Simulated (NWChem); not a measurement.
H$_{2}$Cl$_{2}$Si

```xyz
5

Si     0.0000     0.0000     0.7689
Cl    -1.6840     0.0000    -0.4104
Cl     1.6840     0.0000    -0.4104
H      0.0000    -1.2330     1.5936
H      0.0000     1.2330     1.5936
```
Charge 0, spin multiplicity 1.

The numbers come from NWChem runs, not from measurements. The geometry was optimised at PBE0/def2-SVP, a minimum by its harmonic frequencies.

Symmetry labels belong to the abelian group C2v used in the runs, with the axes of the coordinates shown; states degenerate in a higher group split over its labels.

The structure started from a generated list of species.

Problem. List the lowest 3 singlet excitations that CIS/def2-SVPD gives, with oscillator strengths.

Solution. 
```tsv
state	symmetry	energy (eV)	wavelength (nm)	f
1	b2	8.86	140	0.020
2	a2	8.96	138	0.000
3	b1	9.27	134	0.024
```
